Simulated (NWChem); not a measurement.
System: Si2H4F2; SMILES F[SiH](F)[SiH3]

Here is an NWChem input.

```
start job
memory heap 200 mb stack 900 mb global 1100 mb
geometry units angstroms noautoz
  Si     0.000709     1.731048    -0.102714
  Si     0.000289    -0.568390     0.367385
  F      1.317029    -1.246079    -0.325636
  F     -1.314955    -1.246186    -0.328388
  H      0.003711     1.934666    -1.591811
  H      1.225846     2.366063     0.495928
  H     -1.227105     2.365532     0.490966
  H     -0.001212    -0.955581     1.815971
end
basis spherical
  Si library 6-31+g*
  F library 6-31+g*
  H library 6-31+g*
end
dft
  xc xwpbe 0.80 cpbe96 1.0 hfexch 1.00
  cam 0.2 cam_alpha 0.2 cam_beta 0.8
  iterations 150
end
tddft
  nroots 8
  notriplet
end
task tddft energy
```

NWChem printed, in part:

```
             Northwest Computational Chemistry Package (NWChem) 7.3.0
             --------------------------------------------------------

 CS  symmetry detected

                             Geometry "geometry" -> ""
                             -------------------------

 Output coordinates in angstroms (scale by  1.889725989 to convert to a.u.)

  No.       Tag          Charge          X              Y              Z
 ---- ---------------- ---------- -------------- -------------- --------------
    1 Si                  14.0000    -0.10400722     1.73878379     0.00000000
    2 Si                  14.0000     0.39340841    -0.55490016     0.00000000
    3 F                    9.0000    -0.29287875    -1.24085394     1.31599272
    4 F                    9.0000    -0.29287875    -1.24085394    -1.31599272
    5 H                    1.0000    -1.59542306     1.92467588     0.00000000
    6 H                    1.0000     0.48456292     2.38057920     1.22647743
    7 H                    1.0000     0.48456292     2.38057920    -1.22647743
    8 H                    1.0000     1.84649800    -0.92483416     0.00000000

 Effective nuclear repulsion energy (a.u.)     223.9544103036

      Symmetry information
      --------------------

 Group name             Cs
 Group number              2
 Group order               2
 No. of unique centers     6

  pbe96 is a nonlocal functional; adding pw91lda local functional.

                                 NWChem DFT Module
                                 -----------------

 Summary of "ao basis" -> "ao basis" (spherical)
 ------------------------------------------------------------------------------
       Tag                 Description            Shells   Functions and Types
 ---------------- ------------------------------  ------  ---------------------
 Si                         6-31+g*                 10       22   5s4p1d
 F                          6-31+g*                  8       18   4s3p1d
 H                          6-31+g*                  2        2   2s

      Symmetry analysis of basis
      --------------------------

        a'         56
        a"         32

[...]

                                NWChem TDDFT Module
                                -------------------

            General Information
            -------------------
           No. of orbitals :     176
            Alpha orbitals :      88
             Beta orbitals :      88
        Alpha frozen cores :       0
         Beta frozen cores :       0
     Alpha frozen virtuals :       0
      Beta frozen virtuals :       0
         Spin multiplicity :       1
    Number of AO functions :      88
        Use of symmetry is : off
      Symmetry adaption is : on
         Schwarz screening :  0.10D-07

              XC Information
              --------------
              Hartree-Fock (Exact) Exchange   1.00
              LC-wPBE(h)Exchange Functional   0.80
     Perdew 1991 LDA Correlation Functional   1.00 local
    PerdewBurkeErnz. Correlation Functional   1.00 non-local
           Alpha           :  0.20
           Beta            :  0.80
           Gamma           :  0.20

             TDDFT Information
             -----------------
          Calculation type : TDDFT
         Wavefunction type : Restricted singlets
          No. of electrons :      50
           Alpha electrons :      25
            Beta electrons :      25
              No. of roots :       8
          Max subspacesize :    5600
            Max iterations :     100
               Target root :       1
           Target symmetry : none
      Symmetry restriction : off
                 Algorithm : Optimal
        Davidson threshold :  0.10D-03

    8 smallest eigenvalue differences (eV)
--------------------------------------------------------
  No. Spin  Occ  Vir  Irrep   E(Occ)    E(Vir)   E(Diff)
--------------------------------------------------------
    1    1   25   26 a"       -0.390     0.038    11.637
    2    1   25   27 a'       -0.390     0.041    11.713
    3    1   25   28 a'       -0.390     0.048    11.920
    4    1   25   29 a'       -0.390     0.056    12.129
    5    1   25   30 a'       -0.390     0.078    12.741
    6    1   25   31 a"       -0.390     0.082    12.841
    7    1   25   32 a'       -0.390     0.088    12.998
    8    1   24   26 a"       -0.449     0.038    13.257
--------------------------------------------------------

  Entering Davidson iterations
  Restricted singlet excited states

  Iter   NTrls   NConv    DeltaV     DeltaE      Time
  ----  ------  ------  ---------  ---------  ---------
    1      8       0     0.13E+00   0.10+100       24.2
    2     24       0     0.53E-01   0.12E-01       33.8
    3     40       0     0.35E-01   0.47E-02       37.8
    4     56       0     0.23E-01   0.28E-02       28.4
    5     72       0     0.25E-01   0.22E-02       25.3
    6     88       0     0.30E-01   0.24E-02       25.9
    7    104       3     0.17E-01   0.14E-02       24.2
    8    114       4     0.57E-02   0.17E-03       21.5
    9    122       4     0.21E-02   0.16E-04       19.8
   10    130       4     0.68E-03   0.16E-05       23.6
   11    138       6     0.18E-03   0.17E-06       22.3
   12    142       8     0.48E-04   0.11E-07       18.2
  ----  ------  ------  ---------  ---------  ---------
  Convergence criterion met

  Ground state a'       -780.748854252543 a.u.

[...]
```

Level: LRC-wPBEh/6-31+G* (spherical d), full TDDFT. Structure relaxed at the PBE-D3(BJ)/def2-SVP level.
